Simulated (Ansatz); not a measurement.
CH₃AlFNO, SMILES `N=[C](O)[AlH][F]`. Total charge 0; spin multiplicity 1.

```xyz
8

N     1.2217    0.6517   -0.3841
C     0.0846    0.0868   -0.3862
O    -0.6837   -0.1845   -1.4617
Al   -0.4646   -0.3822    1.4449
F    -1.8911   -1.1759    1.6711
H     1.5653    0.9172   -1.3144
H    -0.2394    0.1188   -2.2680
H     0.4074   -0.0319    2.6983
```

Give the diagnostics of a CCSD(T)/def2-TZVPP run (frozen core, Ansatz 0.2.0). (Best estimate.)

Computed: T1 = 0.0146, largest single amplitude 0.033, largest double 0.059, (T) share of the correlation energy 3.8 %, 10 CCSD cycles. The RHF solution is stable towards an unrestricted one. T1 lies under the customary mark of 0.02 for closed shells.
